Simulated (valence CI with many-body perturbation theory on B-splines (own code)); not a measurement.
## E1 transitions of S IX

Method: configuration interaction combined with many-body perturbation theory (CI+MBPT): six valence electrons over a frozen Dirac-Fock core [He], a basis of 9 s, 9 p, 8 d, 6 f, 3 g, 1 h functions for each j, with the one-electron correlation potential Σ1, the two-electron term Σ2, the three-electron term Σ3, Breit, model QED; selected CI, second order for the rest, scaled by the run's own slope (own B-spline code, finite nucleus).

No measured levels were compared; by estimate levels of excited configurations hold to 0.05 to 0.15 % of their energy, terms of the ground configuration to about 0.5 %. Among the levels kept, up to 1200 cm⁻¹ of a level comes from second order outside the variational space, and about a tenth of that is noise between levels of different J, which matters for small intervals.

Lines 101 to 150 of 195 in falling wavelength, among levels below 2021300 cm⁻¹, chosen from the strongest by gf and those to the six lowest levels. Wavelengths and rates use the calculated energies, so an error of 900 cm⁻¹ moves a line at 43.73 nm by 0.39 % and its rate by three times that or more. Electric multipoles are in the length gauge, E1 and E2 with the static RPA response of the core. Weak lines are less certain than strong ones. Lines between different terms over intervals too small for the method are left out, as are lines whose strength nearly cancels. The highest levels of a list are the least certain.

Names give the largest LS component (configuration and term), which can be under half, so a name can repeat, a term be missing and a line seem to break the LS rules; names also repeat where a configuration has a term twice. Letters in brackets count levels of one name in rising energy.

| λ vac (nm) | Upper | Lower | A (s⁻¹) | log gf | Branch % |
| --- | --- | --- | --- | --- | --- |
| 43.73 | 2s²2p³3p ¹P_1 [b] | 2s²2p³3s ³S°_1 | 5.54e+07 | -2.32 | 1.6 |
| 42.14 | 2s²2p³3p ³P_2 [c] | 2s²2p³3s ³S°_1 | 2.56e+08 | -1.47 | 10.7 |
| 42.04 | 2s²2p³3p ³P_1 [c] | 2s²2p³3s ³S°_1 | 5.48e+08 | -1.36 | 15.8 |
| 41.98 | 2s²2p³3p ³P_0 [c] | 2s²2p³3s ³S°_1 | 7.23e+08 | -1.72 | 16.8 |
| 30.39 | 2s2p⁵ ³P°_1 | 2s²2p⁴ ¹S_0 | 1.01e+07 | -3.38 | 0.1 |
| 25.87 | 2s2p⁵ ³P°_2 | 2s²2p⁴ ¹D_2 | 5.90e+07 | -2.53 | 0.4 |
| 25.41 | 2s2p⁵ ³P°_1 | 2s²2p⁴ ¹D_2 | 3.19e+06 | -4.03 | 0.0 |
| 23.64 | 2p⁶ ¹S_0 | 2s2p⁵ ¹P°_1 | 4.83e+10 | -0.39 | 99.7 |
| 22.88 | 2s2p⁵ ³P°_2 | 2s²2p⁴ ³P_1 | 3.92e+09 | -0.81 | 24.0 |
| 22.65 | 2s2p⁵ ³P°_1 | 2s²2p⁴ ³P_0 | 5.37e+09 | -0.91 | 31.9 |
| 22.52 | 2s2p⁵ ³P°_1 | 2s²2p⁴ ³P_1 | 4.13e+09 | -1.03 | 24.5 |
| 22.47 | 2s2p⁵ ³P°_2 | 2s²2p⁴ ³P_2 | 1.24e+10 | -0.33 | 75.7 |
| 22.32 | 2s2p⁵ ³P°_0 | 2s²2p⁴ ³P_1 | 1.70e+10 | -0.90 | 100.0 |
| 22.12 | 2s2p⁵ ³P°_1 | 2s²2p⁴ ³P_2 | 7.31e+09 | -0.79 | 43.5 |
| 20.26 | 2s2p⁵ ¹P°_1 | 2s²2p⁴ ¹S_0 | 3.93e+09 | -1.14 | 6.4 |
| 17.92 | 2s2p⁵ ¹P°_1 | 2s²2p⁴ ¹D_2 | 5.69e+10 | -0.09 | 92.9 |
| 16.50 | 2s2p⁵ ¹P°_1 | 2s²2p⁴ ³P_0 | 2.13e+07 | -3.58 | 0.0 |
| 16.43 | 2s2p⁵ ¹P°_1 | 2s²2p⁴ ³P_1 | 1.06e+07 | -3.89 | 0.0 |
| 16.22 | 2s2p⁵ ¹P°_1 | 2s²2p⁴ ³P_2 | 4.04e+08 | -2.32 | 0.7 |
| 7.194 | 2s²2p³3p ¹D_2 | 2s2p⁵ ¹P°_1 | 1.82e+09 | -2.15 | 41.0 |
| 7.171 | 2s²2p³3p ¹P_1 [b] | 2s2p⁵ ¹P°_1 | 1.65e+09 | -2.42 | 47.7 |
| 7.035 | 2s²2p³3p ⁵P_1 | 2s2p⁵ ³P°_2 | 5.93e+06 | -4.88 | 0.5 |
| 7.032 | 2s²2p³3p ⁵P_2 | 2s2p⁵ ³P°_2 | 5.27e+05 | -5.71 | 0.0 |
| 7.026 | 2s²2p³3p ⁵P_3 | 2s2p⁵ ³P°_2 | 2.97e+06 | -4.81 | 0.3 |
| 6.910 | 2s²2p³3p ³P_1 [a] | 2s2p⁵ ³P°_2 | 1.27e+08 | -3.57 | 10.4 |
| 6.909 | 2s²2p³3p ³P_2 [a] | 2s2p⁵ ³P°_2 | 1.39e+08 | -3.30 | 11.3 |
| 6.676 | 2s²2p³3p ¹P_1 [a] | 2s2p⁵ ³P°_2 | 1.87e+07 | -4.43 | 1.3 |
| 6.651 | 2s²2p³3p ³D_2 [a] | 2s2p⁵ ³P°_2 | 6.77e+07 | -3.65 | 5.7 |
| 6.646 | 2s²2p³3p ³D_1 [a] | 2s2p⁵ ³P°_2 | 2.77e+07 | -4.26 | 1.9 |
| 6.643 | 2s²2p³3p ³D_3 [a] | 2s2p⁵ ³P°_2 | 4.09e+08 | -2.72 | 31.7 |
| 6.615 | 2s²2p³3p ³F_2 | 2s2p⁵ ³P°_2 | 2.79e+07 | -4.04 | 2.1 |
| 6.610 | 2s²2p³3p ³F_3 | 2s2p⁵ ³P°_2 | 1.20e+08 | -3.26 | 9.0 |
| 6.589 | 2s²2p³3p ¹F_3 | 2s2p⁵ ³P°_2 | 6.16e+07 | -3.55 | 5.8 |
| 6.501 | 2s²2p³3p ³P_0 [b] | 2s2p⁵ ³P°_1 | 7.05e+09 | -2.35 | 68.2 |
| 6.495 | 2s²2p³3p ³P_2 [b] | 2s2p⁵ ³P°_1 | 1.86e+09 | -2.23 | 15.4 |
| 6.487 | 2s²2p³3p ³S_1 | 2s2p⁵ ³P°_0 | 3.14e+09 | -2.23 | 30.5 |
| 6.482 | 2s²2p³3p ³P_1 [b] | 2s2p⁵ ³P°_2 | 7.64e+09 | -1.84 | 74.6 |
| 6.471 | 2s²2p³3p ³S_1 | 2s2p⁵ ³P°_1 | 4.96e+09 | -2.03 | 48.2 |
| 6.469 | 2s²2p³3p ³D_1 [b] | 2s2p⁵ ³P°_0 | 1.42e+09 | -2.57 | 37.4 |
| 6.466 | 2s²2p³3p ³P_2 [b] | 2s2p⁵ ³P°_2 | 6.50e+09 | -1.69 | 54.1 |
| 6.454 | 2s²2p³3p ³D_2 [b] | 2s2p⁵ ³P°_1 | 1.75e+09 | -2.26 | 43.6 |
| 6.442 | 2s²2p³3p ³S_1 | 2s2p⁵ ³P°_2 | 2.69e+08 | -3.30 | 2.6 |
| 6.425 | 2s²2p³3p ³D_2 [b] | 2s2p⁵ ³P°_2 | 2.71e+08 | -3.08 | 6.7 |
| 6.424 | 2s²2p³3p ³D_1 [b] | 2s2p⁵ ³P°_2 | 4.27e+07 | -4.10 | 1.1 |
| 6.416 | 2s²2p³3p ³D_3 [b] | 2s2p⁵ ³P°_2 | 2.34e+09 | -1.99 | 64.8 |
| 6.404 | 2s²2p³3p ¹D_2 | 2s2p⁵ ³P°_2 | 3.45e+08 | -2.97 | 7.8 |
| 6.385 | 2s²2p³3p ¹P_1 [b] | 2s2p⁵ ³P°_2 | 1.82e+08 | -3.48 | 5.2 |
| 6.350 | 2s²2p³3p ³P_2 [c] | 2s2p⁵ ³P°_2 | 3.09e+07 | -4.03 | 1.3 |
| 6.348 | 2s²2p³3p ³P_1 [c] | 2s2p⁵ ³P°_2 | 4.05e+08 | -3.13 | 11.7 |
| 6.026 | 2s²2p³3s ³S°_1 | 2s²2p⁴ ¹S_0 | 1.74e+06 | -5.55 | 0.0 |

Task: How does gf follow from A for the line at 22.88 nm?

Result: gf = 1.4992 × (2J+1)_upper × A / σ², with σ = 437108 cm⁻¹ and 2J+1 = 5: gf = 0.154.
